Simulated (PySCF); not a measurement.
Isomers of C6H8O3, one conformer each; single-point electronic energies without zero-point terms and without any empirical dispersion term.

All values: PBE0/pcSseg-1 (PySCF, non-relativistic), each on one gas-phase PBE0-D3(BJ)/def2-SVP geometry that isn't relaxed in the solvent. The solvent is an IEF-PCM continuum (cavity from Bondi-type radii × 1.2). The model holds no explicit solvent molecules, cavitation or dispersion.

| isomer | relative energy, gas (kcal/mol) | dipole (D) |
| --- | --- | --- |
| `CC1=C[C@@H](OC=O)OC1` | 0.0 | 4.15 |
| `C=CO/C=C\C(=O)OC` | 20.8 | 2.47 |

**Question.** How do the relative energies look in chloroform (ε = 4.711)?

**Answer.** 
```tsv
isomer	relative energy, solvent (kcal/mol)	E(solvent) − E(gas) (kcal/mol)	dipole in solvent (D)
`CC1=C[C@@H](OC=O)OC1`	0.0	-5.6	4.86
`C=CO/C=C\C(=O)OC`	19.9	-6.5	3.16
```

The order is unchanged. Conformers: `[CH3:1][C:2]1=[CH:3][C@@H:4]([O:5][CH:6]=[O:7])[O:8][CH2:9]1` with C3–C4–O5–C6 -145°, C4–O5–C6–O7 4°, C2–C3–C4–O5 -108°, C3–C4–O8–C9 -13°, C4–O8–C9–C2 12°, C1–C2–C9–O8 175°; `[CH2:1]=[CH:2][O:3]/[CH:4]=[CH:5]\[C:6](=[O:7])[O:8][CH3:9]` with C1–C2–O3–C4 180°, C2–O3–C4–C5 179°, C4–C5–C6–O7 1°, C5–C6–O8–C9 180°. `C=CO/C=C\C(=O)OC` gains most from the continuum, while `CC1=C[C@@H](OC=O)OC1` has the largest gas-phase dipole. The gains span 0.9 kcal/mol, the gas-phase energies 20.8 kcal/mol.
